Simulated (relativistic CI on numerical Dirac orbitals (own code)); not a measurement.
## La18+: computed level list

Method of calculation: Dirac-Coulomb-Breit CI, orbitals from a KLI potential per configuration, model QED (radiative potential, 1s self-energy scaled to tabulated hydrogen-like ionisation energies), unscaled Slater integrals (own radial code, finite nucleus).

CI space (outside the closed core [Ar] 3d10): 4s2 4p6 4d3, 4s2 4p5 4d4, 4s2 4p6 4d2 4f, 4s 4p6 4d4, 4s2 4p5 4d3 4f, 4s2 4p6 4d2 5s, 4s 4p6 4d3 4f, 4s2 4p6 4d2 5p, 4s2 4p6 4d 4f 5s, 4s2 4p6 4d2 5d, 4s2 4p6 4d 5s 5p, 4s2 4p5 4d3 5s, 4s2 4p6 4d2 5f, 4s2 4p5 4d3 5p, 4s2 4p6 4d2 6s, 4s2 4p6 4d2 5g, 4s2 4p6 4d2 6p, 4s2 4p6 4d2 6d, 4s2 4p6 4d2 6f, 4s2 4p6 4d2 7s, 4s2 4p6 4d 4f2, 4s2 4p6 4f3, 4s2 4p5 4d 4f3, 4s2 4p6 4f2 5s, 4s 4p6 4d 4f3, 4s2 4p6 4d 5s2, 4s2 4p6 4f 5s2, 4s2 4p5 4d 4f 5s2, 4s 4p6 4d 4f 5s2, 4s2 4p6 4d 5p2, 4s2 4p6 4f 5p2, 4s2 4p5 4d 4f 5p2, 4s2 4p6 5s 5p2, 4s 4p6 4d 4f 5p2. Double excitations out of closed p, d and f shells are left out; levels of such configurations are missing from the list, as are those of other unlisted configurations, and high levels can miss mixing partners. These lack a partner that the ground configuration has and come out too high: 4s2 4p6 4d2 5p, 4s2 4p6 4d2 5d, 4s2 4p5 4d3 5s, 4s2 4p6 4d2 5f, 4s2 4p5 4d3 5p.

The lowest level is 4s2 4p6 4d3 4F_3/2, with 80 % of that term; Hund's rules for 4s2 4p6 4d3 give 4F with J = 3/2, in agreement.

```csv
No.,Configuration,Term,J,E (eV),%,Next component (%),Lifetime (s),jj configuration (%)
1,4s2 4p6 4d3,4F,3/2,0.000,80,16 2D,,4d3/2^3 (74)
2,4s2 4p6 4d3,4F,5/2,2.152,93,5 2D,5.23e-03,4d3/2^2 4d5/2 (90)
3,4s2 4p6 4d3,4F,7/2,3.766,80,16 2G,1.35e-02,4d3/2^2 4d5/2 (59)
4,4s2 4p6 4d3,4P,3/2,4.643,50,31 2P,3.64e-03,4d3/2^2 4d5/2 (81)
5,4s2 4p6 4d3,4F,9/2,4.705,49,35 2G,1.36e-01,4d3/2^2 4d5/2 (72)
6,4s2 4p6 4d3,4P,1/2,5.341,73,25 2P,1.53e-02,4d3/2^2 4d5/2 (94)
7,4s2 4p6 4d3,2G,7/2,7.394,77,18 4F,1.41e-03,4d3/2 4d5/2^2 (70)
8,4s2 4p6 4d3,2H,9/2,7.685,55,38 4F,2.32e-03,4d3/2 4d5/2^2 (59)
9,4s2 4p6 4d3,4P,5/2,7.846,89,7 2D,4.67e-03,4d3/2 4d5/2^2 (56)
10,4s2 4p6 4d3,2D,3/2,9.078,46,37 4P,7.11e-04,4d3/2 4d5/2^2 (93)
11,4s2 4p6 4d3,2P,1/2,9.703,73,25 4P,1.42e-03,4d3/2 4d5/2^2 (94)
12,4s2 4p6 4d3,2H,11/2,10.151,98,1 4s2 4p5 4d3 4f 2H,4.75e-03,4d3/2 4d5/2^2 (98)
13,4s2 4p6 4d3,2D,5/2,11.043,91,4 4F,1.46e-03,4d3/2 4d5/2^2 (67)
14,4s2 4p6 4d3,2G,9/2,12.007,58,28 2H,8.99e-04,4d5/2^3 (81)
15,4s2 4p6 4d3,2F,5/2,12.449,85,10 2D,2.46e-03,4d3/2 4d5/2^2 (57)
16,4s2 4p6 4d3,2F,7/2,12.746,92,6 2G,2.37e-03,4d3/2 4d5/2^2 (88)
17,4s2 4p6 4d3,2P,3/2,13.525,57,30 2D,6.79e-04,4d5/2^3 (82)
18,4s2 4p6 4d3,2D,3/2,19.048,97,1 4s2 4p5 4d3 4f 2D,5.60e-04,4d3/2 4d5/2^2 (81)
19,4s2 4p6 4d3,2D,5/2,19.676,83,12 2F,3.26e-04,4d5/2^3 (70)
20,4s2 4p5 4d4,6D°,3/2,93.275,48,15 6P°,1.60e-09,4p3/2^3 4d3/2^4 (47)
21,4s2 4p5 4d4,6D°,5/2,93.321,62,12 6P°,2.33e-09,4p3/2^3 4d3/2^3 4d5/2 (62)
22,4s2 4p5 4d4,6D°,7/2,93.665,68,16 6F°,4.28e-09,4p3/2^3 4d3/2^2 4d5/2^2 (54)
23,4s2 4p5 4d4,6D°,9/2,94.407,67,20 6F°,9.00e-08,4p3/2^3 4d3/2^2 4d5/2^2 (47)
24,4s2 4p5 4d4,6D°,1/2,95.313,64,23 4P°,4.60e-10,4p3/2^3 4d3/2^3 4d5/2 (61)
25,4s2 4p5 4d4,6F°,11/2,97.910,73,22 4G°,5.68e-08,4p3/2^3 4d3/2^2 4d5/2^2 (41)
26,4s2 4p5 4d4,4F°,3/2,98.551,25,19 2D°,8.69e-10,4p3/2^3 4d3/2^3 4d5/2 (46)
27,4s2 4p5 4d4,6P°,3/2,98.911,28,17 4P°,3.59e-10,4p3/2^3 4d3/2^3 4d5/2 (45)
28,4s2 4p5 4d4,4D°,7/2,99.462,30,19 2F°,2.10e-09,4p3/2^3 4d3/2^3 4d5/2 (76)
29,4s2 4p5 4d4,4F°,5/2,99.887,27,21 4D°,8.12e-10,4p3/2^3 4d3/2^2 4d5/2^2 (48)
30,4s2 4p5 4d4,4F°,9/2,99.942,30,18 4G°,1.86e-09,4p3/2^3 4d3/2^3 4d5/2 (42)
31,4s2 4p5 4d4,4D°,1/2,100.409,64,14 2P°,1.02e-09,4p3/2^3 4d3/2^2 4d5/2^2 (74)
32,4s2 4p5 4d4,4D°,5/2,100.442,36,32 4F°,7.21e-10,4p3/2^3 4d3/2^3 4d5/2 (48)
33,4s2 4p5 4d4,4F°,7/2,100.512,36,24 6F°,8.87e-10,4p3/2^3 4d3/2^2 4d5/2^2 (44)
34,4s2 4p5 4d4,4F°,3/2,100.719,37,15 4P°,8.38e-10,4p3/2^3 4d3/2^2 4d5/2^2 (49)
35,4s2 4p5 4d4,6F°,9/2,100.749,46,23 4F°,1.56e-09,4p3/2^3 4d3/2^3 4d5/2 (37)
36,4s2 4p5 4d4,4F°,7/2,100.972,31,24 4G°,2.24e-10,4p3/2^3 4d3/2^2 4d5/2^2 (63)
37,4s2 4p5 4d4,4G°,5/2,101.442,51,15 4s2 4p6 4d2 4f 4G°,5.05e-11,4p3/2^3 4d3/2^2 4d5/2^2 (40)
38,4s2 4p5 4d4,4H°,11/2,101.481,47,19 4I°,3.28e-09,4p3/2^3 4d3/2^2 4d5/2^2 (59)
39,4s2 4p5 4d4,4D°,3/2,101.742,34,31 4P°,1.28e-09,4p3/2^3 4d3/2^2 4d5/2^2 (71)
40,4s2 4p5 4d4,4D°,7/2,101.970,41,16 4H°,2.15e-10,4p3/2^3 4d3/2^2 4d5/2^2 (70)
41,4s2 4p5 4d4,4D°,5/2,102.311,38,32 4P°,2.12e-10,4p3/2^3 4d3/2^2 4d5/2^2 (62)
42,4s2 4p5 4d4,4G°,9/2,102.391,49,21 4H°,1.29e-10,4p3/2^3 4d3/2^2 4d5/2^2 (61)
43,4s2 4p5 4d4,4H°,13/2,102.427,57,40 4I°,2.57e-09,4p3/2^3 4d3/2^2 4d5/2^2 (88)
44,4s2 4p5 4d4,4G°,11/2,102.444,54,15 6F°,4.95e-10,4p3/2^3 4d3/2^2 4d5/2^2 (52)
45,4s2 4p5 4d4,4P°,5/2,103.176,40,16 2D°,4.12e-10,4p3/2^3 4d3/2^2 4d5/2^2 (63)
46,4s2 4p5 4d4,4G°,7/2,103.317,34,31 2G°,1.40e-10,4p3/2^3 4d3/2^2 4d5/2^2 (76)
47,4s2 4p5 4d4,2H°,9/2,103.620,29,27 2G°,3.97e-10,4p3/2^3 4d3/2^2 4d5/2^2 (79)
48,4s2 4p5 4d4,4I°,15/2,103.698,81,18 2K°,9.97e-03,4p3/2^3 4d3/2^2 4d5/2^2 (80)
49,4s2 4p5 4d4,2F°,5/2,104.189,23,19 4F°,1.03e-10,4p3/2^3 4d3/2^2 4d5/2^2 (36)
50,4s2 4p5 4d4,2G°,9/2,104.277,27,21 4F°,3.35e-10,4p3/2^3 4d3/2^2 4d5/2^2 (56)
51,4s2 4p5 4d4,4D°,3/2,104.556,28,18 4S°,2.75e-10,4p3/2^3 4d3/2 4d5/2^3 (66)
52,4s2 4p5 4d4,4D°,7/2,104.795,40,16 4G°,2.69e-10,4p3/2^3 4d3/2^2 4d5/2^2 (56)
53,4s2 4p5 4d4,4P°,1/2,104.951,31,21 4D°,3.55e-11,4p3/2^3 4d3/2^3 4d5/2 (57)
54,4s2 4p5 4d4,2H°,11/2,105.280,26,20 4G°,1.34e-10,4p3/2^3 4d3/2^2 4d5/2^2 (67)
55,4s2 4p5 4d4,4G°,5/2,105.472,32,27 2F°,3.55e-10,4p3/2^3 4d3/2^2 4d5/2^2 (47)
56,4s2 4p5 4d4,4F°,3/2,105.634,29,20 2D°,4.54e-11,4p3/2^3 4d3/2^2 4d5/2^2 (42)
57,4s2 4p5 4d4,4F°,9/2,105.849,28,24 2H°,2.27e-10,4p3/2^3 4d3/2^3 4d5/2 (32)
58,4s2 4p5 4d4,4G°,7/2,106.052,37,18 2F°,9.46e-11,4p3/2^3 4d3/2^2 4d5/2^2 (37)
59,4s2 4p5 4d4,2H°,11/2,106.091,41,32 4G°,2.48e-10,4p3/2^3 4d3/2^2 4d5/2^2 (49)
60,4s2 4p5 4d4,4D°,1/2,106.196,29,28 4P°,7.92e-11,4p3/2^3 4d3/2 4d5/2^3 (52)
61,4s2 4p5 4d4,2I°,13/2,106.509,43,40 4H°,5.03e-09,4p3/2^3 4d3/2^2 4d5/2^2 (82)
62,4s2 4p5 4d4,4F°,3/2,106.586,33,19 4D°,1.10e-10,4p3/2^3 4d3/2^2 4d5/2^2 (52)
63,4s2 4p5 4d4,4P°,5/2,106.719,21,18 4F°,7.06e-11,4p3/2^3 4d3/2^2 4d5/2^2 (43)
64,4s2 4p5 4d4,2D°,3/2,107.453,37,21 2P°,1.48e-10,4p3/2^3 4d3/2 4d5/2^3 (45)
65,4s2 4p5 4d4,4H°,13/2,107.683,69,26 4I°,1.81e-09,4p3/2^3 4d3/2 4d5/2^3 (94)
66,4s2 4p5 4d4,4H°,11/2,107.686,41,27 4G°,2.01e-10,4p3/2^3 4d3/2^2 4d5/2^2 (55)
67,4s2 4p5 4d4,2F°,7/2,107.780,32,29 4D°,7.56e-11,4p3/2^3 4d3/2^2 4d5/2^2 (35)
68,4s2 4p5 4d4,4G°,9/2,107.973,33,19 4F°,4.43e-11,4p3/2^3 4d3/2 4d5/2^3 (29)
69,4s2 4p5 4d4,2F°,7/2,108.034,26,25 4F°,5.77e-11,4p3/2^3 4d3/2 4d5/2^3 (49)
70,4s2 4p5 4d4,2D°,5/2,108.155,26,16 6F°,7.91e-11,4p3/2^3 4d3/2^2 4d5/2^2 (37)
```

Energies count from the lowest computed level; ° marks odd parity; lifetimes are radiative, by E1, M1, E2, M2, E3 decay to levels of this space only. Filled j subshells are mostly left out of the jj labels.

The mean weight of the leading LS term, summed over parents, in these 70 levels is 50 %, and that of the leading jj configuration (from the same eigenvectors) 61 %, so jj coupling describes them better and the LS labels are nominal.

At this charge energies of transitions that change n are usually good to better than 1 %, and those within a shell (Δn = 0) to a few per cent. Terms inside the open d or f shell come out 10 to 20 % too wide with unscaled integrals.

LS names give the leading component of a level, which can be under half, so a name can repeat, a term be missing and a line seem to break the LS rules.
